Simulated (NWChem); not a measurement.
The numbers come from NWChem runs, not from measurements. System: Cl$_{2}$Si, charge 1, spin multiplicity 2, at the geometry of a parent with another charge or spin, in a state set for the comparison that need not be this species' ground state. Its SCF solution wasn't tested for a lower state. Level: Ur2SCAN/def2-TZVP.

Part of the output:

```
             Northwest Computational Chemistry Package (NWChem) 7.3.0
             --------------------------------------------------------

                                NWChem Input Module
                                -------------------

 Scaling coordinates for geometry "geometry" by  1.889725989
 (inverse scale =  0.529177249)

 Turning off AUTOSYM since
 SYMMETRY directive was detected!

                             Geometry "geometry" -> ""
                             -------------------------

 Output coordinates in angstroms (scale by  1.889725989 to convert to a.u.)

  No.       Tag          Charge          X              Y              Z
 ---- ---------------- ---------- -------------- -------------- --------------
    1 Si                  14.0000     0.00000000     0.00000000     0.94165500
    2 Cl                  17.0000    -1.64011000     0.00000000    -0.38774000
    3 Cl                  17.0000     1.64011000     0.00000000    -0.38774000

 Effective nuclear repulsion energy (a.u.)     165.9319146690

            Nuclear Dipole moment (a.u.)
            ----------------------------
        X                 Y               Z
 ---------------- ---------------- ----------------
     0.0000000000     0.0000000000     0.0000188973

      Symmetry information
      --------------------

 Group name             C2v
 Group number             16
 Group order               4
 No. of unique centers     2

      Symmetry unique atoms

     1    2


 Summary of "ao basis" -> "" (spherical)
 ------------------------------------------------------------------------------
       Tag                 Description            Shells   Functions and Types
 ---------------- ------------------------------  ------  ---------------------
 *                         def2-tzvp                  on all atoms

                                 NWChem DFT Module
                                 -----------------

 Summary of "ao basis" -> "ao basis" (spherical)
 ------------------------------------------------------------------------------
       Tag                 Description            Shells   Functions and Types
 ---------------- ------------------------------  ------  ---------------------
 Si                        def2-tzvp                13       37   5s5p2d1f
 Cl                        def2-tzvp                13       37   5s5p2d1f

 Summary of "ao basis" -> "ao basis" (spherical)
 ------------------------------------------------------------------------------
       Tag                 Description            Shells   Functions and Types
 ---------------- ------------------------------  ------  ---------------------
 Si                        def2-tzvp                13       37   5s5p2d1f
 Cl                        def2-tzvp                13       37   5s5p2d1f

      Symmetry analysis of basis
      --------------------------

        a1         41
        a2         15
        b1         34
        b2         21

            General Information
            -------------------
          SCF calculation type: DFT
          Wavefunction type:  spin polarized.
          No. of atoms     :     3
          No. of electrons :    47
           Alpha electrons :    24
            Beta electrons :    23
          Charge           :     1
          Spin multiplicity:     2
          Use of symmetry is: on ; symmetry adaption is: on
          Maximum number of iterations: 100
          AO basis - number of functions:   111
                     number of shells:    39
          Convergence on energy requested:  1.00D-06
          Convergence on density requested:  1.00D-05
          Convergence on gradient requested:  5.00D-04

              XC Information
              --------------
                      r^2SCAN Method XC Functional
               r^2SCAN metaGGA Exchange Functional  1.000
                     r^2SCAN Correlation Potential  1.000

             Grid Information
             ----------------
          Grid used for XC integration:  fine
          Radial quadrature: Mura-Knowles
          Angular quadrature: Lebedev.
          Tag              B.-S. Rad. Rad. Pts. Rad. Cut. Ang. Pts.
          ---              ---------- --------- --------- ---------
[...]
    52      0.266710  2 Cl px                89     -0.266710  3 Cl px
    54     -0.240771  2 Cl pz                91     -0.240771  3 Cl pz
    17     -0.159455  1 Si pz                 4     -0.155793  1 Si s
    55      0.129577  2 Cl px                92     -0.129577  3 Cl px
    49      0.118989  2 Cl px                86     -0.118989  3 Cl px

 Vector   22  Occ=1.000000D+00  E=-5.404087D-01  Symmetry=a2
              MO Center= -1.4D-14, -1.0D-15, -3.3D-01, r^2= 3.7D+00
   Bfn.  Coefficient  Atom+Function         Bfn.  Coefficient  Atom+Function
  ----- ------------  ---------------      ----- ------------  ---------------
    53      0.405315  2 Cl py                90     -0.405315  3 Cl py
    56      0.211626  2 Cl py                93     -0.211626  3 Cl py
    50      0.182609  2 Cl py                87     -0.182609  3 Cl py
    44     -0.150251  2 Cl py                81      0.150251  3 Cl py
    47     -0.070329  2 Cl py                84      0.070329  3 Cl py

 Vector   23  Occ=1.000000D+00  E=-5.230161D-01  Symmetry=b1
              MO Center= -4.4D-14,  5.8D-16, -3.2D-01, r^2= 3.8D+00
   Bfn.  Coefficient  Atom+Function         Bfn.  Coefficient  Atom+Function
  ----- ------------  ---------------      ----- ------------  ---------------
    52      0.334943  2 Cl px                89      0.334943  3 Cl px
    54     -0.248379  2 Cl pz                91      0.248379  3 Cl pz
    55      0.174837  2 Cl px                92      0.174837  3 Cl px
    49      0.152434  2 Cl px                86      0.152434  3 Cl px
    57     -0.138043  2 Cl pz                94      0.138043  3 Cl pz

 Vector   24  Occ=0.000000D+00  E=-4.633800D-01  Symmetry=a1
              MO Center=  3.4D-15,  9.3D-16,  6.7D-01, r^2= 3.4D+00
   Bfn.  Coefficient  Atom+Function         Bfn.  Coefficient  Atom+Function
  ----- ------------  ---------------      ----- ------------  ---------------
     4      0.486690  1 Si s                  5      0.399960  1 Si s
    54     -0.282660  2 Cl pz                91     -0.282660  3 Cl pz
    17      0.266009  1 Si pz                 3     -0.258548  1 Si s
    57     -0.167975  2 Cl pz                94     -0.167975  3 Cl pz
    51     -0.128532  2 Cl pz                88     -0.128532  3 Cl pz

 Vector   25  Occ=0.000000D+00  E=-3.544174D-01  Symmetry=b2
              MO Center=  1.2D-14,  7.7D-16,  6.8D-01, r^2= 2.8D+00
   Bfn.  Coefficient  Atom+Function         Bfn.  Coefficient  Atom+Function
  ----- ------------  ---------------      ----- ------------  ---------------
    16      0.623079  1 Si py                19      0.313218  1 Si py
    53     -0.195921  2 Cl py                90     -0.195921  3 Cl py
    13      0.182103  1 Si py                 7     -0.179655  1 Si py
    56     -0.169942  2 Cl py                93     -0.169942  3 Cl py
    50     -0.099584  2 Cl py                87     -0.099584  3 Cl py

 Vector   26  Occ=0.000000D+00  E=-2.494119D-01  Symmetry=b1
              MO Center=  3.6D-15, -5.6D-16,  8.5D-01, r^2= 3.4D+00
   Bfn.  Coefficient  Atom+Function         Bfn.  Coefficient  Atom+Function
  ----- ------------  ---------------      ----- ------------  ---------------
    15      0.599526  1 Si px                18      0.469937  1 Si px
    54      0.213043  2 Cl pz                91     -0.213043  3 Cl pz
    42      0.205119  2 Cl s                 79     -0.205119  3 Cl s
    57      0.199133  2 Cl pz                94     -0.199133  3 Cl pz
    12      0.165099  1 Si px                 6     -0.159513  1 Si px

   alpha - beta orbital overlaps
   -----------------------------

   alpha      1      2      3      4      5      6      7      8      9     10
    beta      1      2      3      4      5      6      7      8      9     10
 overlap   1.000  1.000  1.000  1.000  1.000  0.982  0.982  1.000  1.000  0.982

   alpha     11     12     13     14     15     16     17     18     19     20
    beta     11     12     13     15     14     16     17     18     19     21
 overlap   0.982  1.000  1.000  1.000  1.000  1.000  1.000  0.989  0.999  0.946

   alpha     21     22     23     24     25     26     27     28     29     30
    beta     20     22     24     23     25     26     27     28     31     30
 overlap   0.999  1.000  0.943  0.999  0.992  0.996  0.985  0.963  0.970  0.971

   alpha     31     32     33     34     35     36     37     38     39     40
    beta     29     32     33     34     35     36     37     40     38     39
 overlap   1.000  0.999  0.882  0.976  0.900  0.994  0.988  0.996  0.838  0.998

   alpha     41     42     43     44     45     46     47     48     49     50
    beta     41     42     43     44     45     46     47     48     49     50
 overlap   0.839  0.986  0.996  0.996  0.993  0.985  0.976  0.996  0.996  0.998

   alpha     51     52     53     54     55     56     57     58     59     60
    beta     51     52     54     53     55     56     57     58     59     60
 overlap   0.986  0.995  0.995  1.000  0.959  0.992  0.976  0.994  0.970  0.990

   alpha     61     62     63     64     65     66     67     68     69     70
    beta     62     61     63     64     65     66     67     68     69     70
 overlap   0.976  0.985  0.995  0.999  0.996  0.995  0.997  0.993  0.999  0.999

   alpha     71     72     73     74     75     76     77     78     79     80
    beta     71     72     73     74     75     76     77     78     79     84
 overlap   0.998  0.997  0.995  0.998  0.984  0.998  0.996  0.989  0.996  0.872

   alpha     81     82     83     84     85     86     87     88     89     90
    beta     83     82     80     81     85     86     87     88     89     90
 overlap   0.960  0.998  0.872  0.962  0.962  0.960  0.997  0.993  1.000  1.000

   alpha     91     92     93     94     95     96     97     98     99    100
    beta     91     92     93     94     95     96     97     98     99    100
 overlap   0.993  0.988  0.988  0.999  1.000  0.999  0.997  0.997  1.000  1.000

   alpha    101    102    103    104    105    106    107    108    109    110
    beta    101    102    103    104    105    106    107    108    109    110
 overlap   1.000  1.000  1.000  1.000  1.000  1.000  1.000  1.000  1.000  1.000

   alpha    111
    beta    111
 overlap   1.000

     --------------------------
     Expectation value of S2:
     --------------------------
      <S2> =      0.7586 (Exact =     0.7500)

 center of mass
 --------------
 x =   0.00000000 y =   0.00000000 z =  -0.01491923

 moments of inertia (a.u.)
 ------------------
         126.115820136530           0.000000000000           0.000000000000
           0.000000000000         797.938978857858           0.000000000000
           0.000000000000           0.000000000000         671.823158721328

     Multipole analysis of the density
     ---------------------------------

     L   x y z        total         alpha         beta         nuclear
     -   - - -        -----         -----         ----         -------
     0   0 0 0      1.000000    -24.000000    -23.000000     48.000000

     1   1 0 0      0.000000      0.000000      0.000000      0.000000
     1   0 1 0     -0.000000      0.000000     -0.000000      0.000000
     1   0 0 1      1.223741     -0.176363      1.400085      0.000019

     2   2 0 0    -20.525352   -176.029985   -171.100150    326.604784
     2   1 1 0     -0.000000     -0.000000     -0.000000      0.000000
     2   1 0 1     -0.000000     -0.000000     -0.000000      0.000000
     2   0 2 0    -24.073970    -12.605191    -11.468778      0.000000
     2   0 1 1     -0.000000     -0.000000      0.000000      0.000000
     2   0 0 2    -19.881386    -45.267171    -37.199390     62.585175

 Task  times  cpu:       13.7s     wall:       13.7s

 Total times  cpu:       13.8s     wall:       13.8s
```

**Question.** Write an NWChem input that would produce this output.

**Answer.** One answer among several that fit: 
```
start mol
memory heap 200 mb stack 900 mb global 1100 mb
charge 1
geometry units angstroms nocenter noautoz
  Si     0.000000     0.000000     0.941655
  Cl    -1.640110     0.000000    -0.387740
  Cl     1.640110     0.000000    -0.387740
  symmetry group C2v
end
basis spherical
  * library def2-tzvp
end
dft
  xc r2scan
  odft
  mult 2
  semidirect memsize 60000000 filesize 0
  iterations 100
  grid fine
end
task dft energy
```
